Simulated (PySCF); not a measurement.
All of these have the formula C6H12Si. Theory: TDDFT PBE0/def2-SVPD, vertical, gas phase, core orbitals frozen in the response (PySCF 2.14.0, density-fitted response routines). Geometries: GFN2-xTB; one conformer of each isolated species. Triplets are in the Tamm–Dancoff approximation.

Question: Rank by computed lowest triplet energy, lowest first.
A. `C=C1CC[Si]1(C)C`
B. `CC1=CC[Si]1(C)C`
C. `[SiH3]CC#CCCC`
D. `C1C[SiH](C2CC2)C1`

Answer: A (3.97 eV), B (4.27 eV), C (5.36 eV), D (6.41 eV).

```
           SMILES  T1 (eV)  LUMO (eV)  α (au)  first f ≥ 0.01 (nm)  gap (eV)  f (S1)    S1 mainly
  C=C1CC[Si]1(C)C     3.97      -0.21    97.2                  192      6.95   0.004  H-1→L (79%)
  CC1=CC[Si]1(C)C     4.27       0.42    96.1                  186      7.32   0.006  H-1→L (92%)
    CCCC#CC[SiH3]     5.36       0.40   100.3                  188      7.35   0.000    H→L (95%)
C1C[SiH](C2CC2)C1     6.41       0.62    93.1                  175      8.13   0.001  H-1→L (89%)
```

H and L stand for HOMO and LUMO.

- `C=C1CC[Si]1(C)C`: Löwdin shares by element: HOMO carbon 76% or more (atoms not listed hold the other 24%); LUMO carbon 65% or more, silicon 7% (atoms not listed hold the other 27%).
- `CC1=CC[Si]1(C)C`: Löwdin shares by element: HOMO carbon 80% or more (atoms not listed hold the other 20%); LUMO carbon 62% or more, hydrogen 6% or more, silicon 6% (atoms not listed hold the other 27%).
- `CCCC#CC[SiH3]`: Löwdin shares by element: HOMO carbon 75% or more, silicon 6% (atoms not listed hold the other 18%); LUMO silicon 29%, carbon 22% or more, hydrogen 8% or more (atoms not listed hold the other 42%).
- `C1C[SiH](C2CC2)C1`: Löwdin shares by element: HOMO (one of a set within 0.03 eV) carbon 54% or more, silicon 18% (atoms not listed hold the other 28%); LUMO silicon 22%, carbon 18% or more, hydrogen 10% or more (atoms not listed hold the other 50%).

Without π bonds the low states are Rydberg-like; a valence basis with one diffuse set may place them up to an eV too high.
